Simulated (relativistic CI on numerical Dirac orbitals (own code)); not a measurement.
**How well does a small relativistic CI reproduce Pb I?**

Calculated at this level of theory: Dirac-Coulomb-Breit CI, separate exchange-only KLI orbitals for each configuration, a model potential for QED, valence Slater integrals scaled by 0.85, P86 correlation estimate, and configurations built on the next ion tied to the tabulated ionisation energy (semi-empirical) (own radial code, finite nucleus).

Configuration list (outside the closed core [Xe] 4f14 5d10): 6s²6p², 6s²6p7s, 6s²6p7p, 6s²6p6d, 6s²6p8s, 6s²6p7d, 6s²6p6f, 6s²6p7f, 6s6p³, 6s²6p8p, 6s²6p5f, 6s²6d², 6s²6p8d, 6s²6p5g, 6s²6p8f. Levels of other configurations are missing.

```csv
Configuration,Term (tabulated),J,Measured (cm⁻¹),Computed,Error,Purity (%)
6s²6p²,"(1/2,1/2)",0,0.0,0,0,86
6s²6p²,"(1/2,3/2)",1,7819.3,7482,-337,100
6s²6p²,"(1/2,3/2)",2,10650.3,10793,143,59
6s²6p²,"(3/2,3/2)",2,21457.8,22120,662,59
6s²6p²,"(3/2,3/2)",0,29466.8,30468,1001,84
6s²6p7s,"(1/2,1/2)°",0,34959.9,34006,-954,100
6s²6p7s,"(1/2,1/2)°",1,35287.2,34366,-921,71
6s²6p7s,"(3/2,1/2)°",2,48188.6,47810,-378,98
6s²6p8s,"(1/2,1/2)°",1,48686.9,47950,-737,61
6s²6p7s,"(3/2,1/2)°",1,49439.6,49292,-147,52
6s²6p7d,2[5/2]°,2,52101.7,51410,-691,35
6s²6p7d,2[3/2]° †,2,52311.3,51516,-796,61
6s²6p7d,2[5/2]°,3,52412.3,51830,-582,46
6s²6p7d,2[3/2]° †,1,52499.6,52023,-477,49
```

Measured levels from NIST Handbook of Basic Atomic Spectroscopic Data (Sansonetti and Martin, J. Phys. Chem. Ref. Data 34, 1559 (2005)); pairs were made by configuration, J and term (by order where the table uses no LS term), so strongly mixed levels may be paired wrongly.

Mean error by configuration (cm⁻¹): 6s²6p² 367; 6s²6p7s -600; 6s²6p8s -737; 6s²6p7d -637. Over the excited levels the mean absolute error is 596 cm⁻¹ (13 of the 21 excited levels that our extract of the source holds in range could be paired, and the others can miss by more), and the median relative error of those above 1,000 cm⁻¹ is 1.5 %. † marks terms whose computed intervals miss the measured ones by more than a factor of 2.5, or configurations far off the rest, from wrong mixing, a near crossing or a doubtful label or measurement; they are left out of the means.

Transition probabilities of persistent lines. The last column rescales the computed rate by the cube of measured over computed energy:

| λ measured (Å) | Lower | Upper | A tabulated (s⁻¹) | A computed | A rescaled |
| --- | --- | --- | --- | --- | --- |
| 2022.02 air | 6s²6p² (1/2,1/2)0 | 6s²6p7s (3/2,1/2)°1 | 5.90e+06 | 1.38e+06 | 1.39e+06 |
| 2053.28 air | 6s²6p² (1/2,1/2)0 | 6s²6p8s (1/2,1/2)°1 | 1.02e+07 | 2.85e+07 | 2.99e+07 |
| 2833.05 air | 6s²6p² (1/2,1/2)0 | 6s²6p7s (1/2,1/2)°1 | 5.80e+07 | 6.35e+07 | 6.87e+07 |
| 3639.57 air | 6s²6p² (1/2,3/2)1 | 6s²6p7s (1/2,1/2)°1 | 3.40e+07 | 3.06e+07 | 3.26e+07 |
| 3683.46 air | 6s²6p² (1/2,3/2)1 | 6s²6p7s (1/2,1/2)°0 | 1.50e+08 | 1.63e+08 | 1.74e+08 |
| 3739.93 air | 6s²6p² (3/2,3/2)2 | 6s²6p7s (3/2,1/2)°2 | 7.30e+07 | 5.03e+07 | 5.67e+07 |
| 4057.81 air | 6s²6p² (1/2,3/2)2 | 6s²6p7s (1/2,1/2)°1 | 8.90e+07 | 9.55e+07 | 1.09e+08 |
